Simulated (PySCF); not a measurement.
## Calculated NMR data

PySCF calculation with GFN2-xTB geometry and shieldings: GIAO PBE0/pcSseg-1; relativity neglected, fast rotation and ring inversion assumed for equivalent nuclei, single conformer, no solvent model.

Scale: ¹H (31.72 ppm), ¹³C (186.93 ppm) vs TMS (reference shieldings calculated alike). Where no couplings were computed, multiplicities follow the n + 1 count of equivalent neighbours, and m marks all less simple cases (inequivalent or close neighbours, rings, F or P nearby). Shifts are as computed. Against solution values, carbons near 30 ppm lie about +3 ppm off and those near 130 ppm about +5 ppm; carbons on Cl a further +6 ppm. Of 1211 compounds with measured shifts, 218 miss one by over three times the rms of a fit or turn the order of signals round; such compounds aren't used in these exercises. Carbons bonded to Cl come out too deshielded.

Compound 1 (C$_{3}$H$_{4}$Cl$_{2}$OSi). ¹H NMR (600 MHz, computed): δ 7.31 (s, 1H), 4.47 (s, 3H). ¹³C{¹H} NMR (computed): δ 170.7 (C), 161.9 (CH), 139.1 (C). Structure: `InChI=1S/C3H4Cl2OSi/c4-1-2(7)3(5)6/h1H,7H3/b2-1+`.

Compound 2 (C$_{6}$H$_{8}$N$_{2}$OSi). ¹H NMR (600 MHz, computed): δ 12.29 (t, 1H), 6.64 (m, 1H), 5.71 (m, 1H), 5.67 (m, 1H), 5.09 (d, 2H), 3.59 (d, 2H). ¹³C{¹H} NMR (computed): δ 244.4, 162.2, 138.4, 127.2, 116.4, 58.0. Structure: `C(C=C)/C(C#N)=N/[SiH2]C=O`.
